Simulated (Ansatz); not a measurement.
Vertical singlet–triplet gap (eV) of eight silicon and germanium compounds: PBE beside PBE0, computed with Ansatz (a program for electronic structure) for isolated molecules in the bases named; differences from unrounded values. The eight are the first of their class met in an unordered collection, after screening for sound electronic states; none was chosen by its value. Functionals give these values as differences of separate SCF runs (ΔSCF), EOM-CCSD as a root; each molecule has one DFT geometry for both levels.

```tsv
molecule	basis	PBE0	PBE	difference
Ge(H)(F)2(vinyl) (C2H4F2Ge), SMILES C=[CH][GeH]([F])[F]	def2-SVPD	4.16	4.34	0.18
Cl₂H₄SSi₂, SMILES Cl[SiH2]S[SiH2]Cl	def2-SVPD	5.70	5.39	-0.32
Si(H)(Cl)(Br)(NH2) (BrClH3NSi), SMILES N[SiH](Cl)Br	def2-SVPD	6.34	5.79	-0.55
C3H7NSi, SMILES [SiH3]N1C=CC1	def2-TZVPD	3.64	3.73	0.09
C₂H₅NOSi, SMILES O[SiH2]CC#N	def2-SVPD	6.35	(withheld)	(withheld)
GeHCl₃, SMILES [Cl][GeH]([Cl])[Cl]	def2-SVPD	6.07	5.38	-0.69
1-chloroethenyl(methyl)silane (C₃H₇ClSi), SMILES ClC([SiH2]C)=C	def2-TZVPD	3.85	(withheld)	(withheld)
C2H7ClOSi2, SMILES O[SiH2]/C(Cl)=C/[SiH3]	def2-SVPD	3.65	(withheld)	(withheld)
```

Task: Fill in the missing entries. (The exact figures need the calculation; the answer reports its results.)

Result: 
- C₂H₅NOSi, SMILES O[SiH2]CC#N, PBE: 6.28
- C₂H₅NOSi, SMILES O[SiH2]CC#N, difference: -0.07
- C2H7ClOSi2, SMILES O[SiH2]/C(Cl)=C/[SiH3], PBE: 3.73
- C2H7ClOSi2, SMILES O[SiH2]/C(Cl)=C/[SiH3], difference: 0.07
- 1-chloroethenyl(methyl)silane (C₃H₇ClSi), SMILES ClC([SiH2]C)=C, PBE: 3.93
- 1-chloroethenyl(methyl)silane (C₃H₇ClSi), SMILES ClC([SiH2]C)=C, difference: 0.09

PBE lies below PBE0 in 4 and above it in 4 of the eight; the mean signed difference is -0.15 and the largest -0.69 eV.
